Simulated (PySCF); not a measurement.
C6H4Cl (SMILES Clc1cc[c]cc1), doublet, at a GFN2-xTB geometry; PySCF with DF-R2SCAN/pcseg-1.

Here is a job for PySCF.
```python
from pyscf import gto, scf, dft

mol = gto.Mole()
mol.atom = '''
    Cl   -1.231582    1.787798    0.110374
    C    -0.249033    0.361503    0.022318
    C    -0.864786   -0.878489   -0.029949
    C    -0.074670   -2.024217   -0.100697
    C     1.277859   -1.854976   -0.114522
    C     1.918991   -0.653050   -0.064591
    C     1.130021    0.493467    0.006179
    H    -1.940957   -0.957406   -0.016142
    H    -0.535099   -2.998959   -0.142174
    H     2.994618   -0.571348   -0.078248
    H     1.588040    1.469710    0.047770
'''
mol.basis = 'pcseg-1'
mol.charge = 0
mol.spin = 1
mol.verbose = 4
mol.symmetry = True
mol.symmetry_subgroup = 'Cs'
mol.build()

mf = dft.UKS(mol)
mf.xc = 'r2scan'
mf = mf.density_fit(auxbasis='def2-universal-jkfit')
mf.kernel()
mf.analyze()
```

### Question
Write the output that PySCF gives for this input, abridged.

### Answer

```
PySCF version 2.14.0

[INPUT] verbose = 4
[INPUT] num. atoms = 11
[INPUT] num. electrons = 57
[INPUT] charge = 0
[INPUT] spin (= nelec alpha-beta = 2S) = 1
[INPUT] symmetry True subgroup Cs
[INPUT] Mole.unit = angstrom
[INPUT] Symbol           X                Y                Z      unit          X                Y                Z       unit  Magmom
[...]
nuclear repulsion = 307.085772353593
point group symmetry = C2v, use subgroup Cs
symmetry origin: [ 3.11641551e-17 -2.98377809e-07 -2.65224719e-07]
symmetry axis x: [ 0.56656966 -0.82244795 -0.05077588]
symmetry axis y: [0.82384865 0.56661343 0.01492049]
symmetry axis z: [-0.01649897  0.05028514 -0.99859861]
num. orbitals of irrep A' = 89
num. orbitals of irrep A" = 33
number of shells = 29
number of NR pGTOs = 222
number of NR cGTOs = 122
basis = pcseg-1
ecp = {}

******** <class 'pyscf.df.df_jk.DFSymAdaptedUKS'> ********
method = DFSymAdaptedUKS
initial guess = minao
damping factor = 0
level_shift factor = 0
DIIS = <class 'pyscf.scf.diis.CDIIS'>
diis_start_cycle = 1
diis_space = 8
diis_damp = 0
SCF conv_tol = 1e-09
SCF conv_tol_grad = None
SCF max_cycles = 50
direct_scf = False
number electrons alpha = 29  beta = 28
XC library pyscf.dft.libxc version 7.1.2
    S. Lehtola, C. Steigemann, M. J. T. Oliveira, and M. A. L. Marques,  SoftwareX 7, 1–5 (2018)
XC functionals = r2scan
    J. W. Furness, A. D. Kaplan, J. Ning, J. P. Perdew, and J. Sun,  J. Phys. Chem. Lett. 11, 8208–8215 (2020)
    J. W. Furness, A. D. Kaplan, J. Ning, J. P. Perdew, and J. Sun,  J. Phys. Chem. Lett. 11, 9248–9248 (2020)
    J. W. Furness, A. D. Kaplan, J. Ning, J. P. Perdew, and J. Sun,  J. Phys. Chem. Lett. 11, 8208–8215 (2020)
    J. W. Furness, A. D. Kaplan, J. Ning, J. P. Perdew, and J. Sun,  J. Phys. Chem. Lett. 11, 9248–9248 (2020)
radial grids:
    Treutler-Ahlrichs [JCP 102, 346 (1995); DOI:10.1063/1.469408] (M4) radial grids

becke partition: Becke, JCP 88, 2547 (1988); DOI:10.1063/1.454033
pruning grids: <function nwchem_prune>
grids dens level: 3
symmetrized grids: True
atomic radii adjust function: <function treutler_atomic_radii_adjust>
small_rho_cutoff = 0
Freeze 0 electrons in irreps []
    57 free electrons in irreps A' A"
Set gradient conv threshold to 3.16228e-05
tot grids = 142824
init E= -691.928698403649

cycle= 1 E= -690.89107140136  delta_E= 1.04  |g|= 0.231  |ddm|= 2.87
cycle= 2 E= -690.879254185554  delta_E= 0.0118  |g|= 0.285  |ddm|= 0.693
[...]
converged SCF energy = -690.923375909911  <S^2> = 0.76179568  2S+1 = 2.0117611
Total Energy =                        -690.923375909911442
[...]
beta  MO #95 (A' #71), energy= 1.97384087012208 occ= 0
beta  MO #96 (A" #25), energy= 1.97484235869447 occ= 0
beta  MO #97 (A" #26), energy= 2.00384182150829 occ= 0
beta  MO #98 (A' #72), energy= 2.06202355887812 occ= 0
beta  MO #99 (A" #27), energy= 2.22513321424828 occ= 0
beta  MO #100 (A' #73), energy= 2.22565269208962 occ= 0
beta  MO #101 (A' #74), energy= 2.24552082036185 occ= 0
beta  MO #102 (A" #28), energy= 2.27569336667187 occ= 0
beta  MO #103 (A' #75), energy= 2.27923706701338 occ= 0
beta  MO #104 (A' #76), energy= 2.28065041011517 occ= 0
beta  MO #105 (A" #29), energy= 2.34913735605489 occ= 0
beta  MO #106 (A" #30), energy= 2.36963409094775 occ= 0
beta  MO #107 (A' #77), energy= 2.40348224744066 occ= 0
beta  MO #108 (A' #78), energy= 2.41127266555155 occ= 0
beta  MO #109 (A' #79), energy= 2.4340287122959 occ= 0
beta  MO #110 (A" #31), energy= 2.51376656003102 occ= 0
beta  MO #111 (A" #32), energy= 2.63855857385035 occ= 0
beta  MO #112 (A' #80), energy= 2.67512661148128 occ= 0
beta  MO #113 (A" #33), energy= 2.69137340521468 occ= 0
beta  MO #114 (A' #81), energy= 2.78584937921772 occ= 0
beta  MO #115 (A' #82), energy= 2.84417334151854 occ= 0
beta  MO #116 (A' #83), energy= 3.02401045267914 occ= 0
beta  MO #117 (A' #84), energy= 3.11341701812296 occ= 0
beta  MO #118 (A' #85), energy= 3.12151821991349 occ= 0
beta  MO #119 (A' #86), energy= 3.23993945260285 occ= 0
beta  MO #120 (A' #87), energy= 3.26988682525396 occ= 0
beta  MO #121 (A' #88), energy= 3.42856785105858 occ= 0
beta  MO #122 (A' #89), energy= 3.76520344961307 occ= 0
 ** Mulliken pop alpha/beta on meta-lowdin orthogonal AOs **
 ** Mulliken pop       alpha | beta **
In total            29.00000 | 28.00000
 ** Mulliken atomic charges   ( Nelec_alpha | Nelec_beta ) **
charge of  0Cl =     -0.06901  (     8.53368      8.53533 )
charge of  1C =      0.02302  (     2.96683      3.01014 )
charge of  2C =     -0.10971  (     3.09056      3.01916 )
charge of  3C =     -0.11429  (     3.02116      3.09313 )
charge of  4C =     -0.01114  (     3.50463      2.50651 )
charge of  5C =     -0.11428  (     3.02116      3.09312 )
charge of  6C =     -0.10971  (     3.09056      3.01915 )
charge of  7H =      0.12487  (     0.43982      0.43531 )
charge of  8H =      0.12769  (     0.44589      0.42642 )
charge of  9H =      0.12769  (     0.44589      0.42642 )
charge of  10H =      0.12487  (     0.43982      0.43531 )
Dipole moment(X, Y, Z, Debye):  0.49668, -0.72096, -0.04451
```
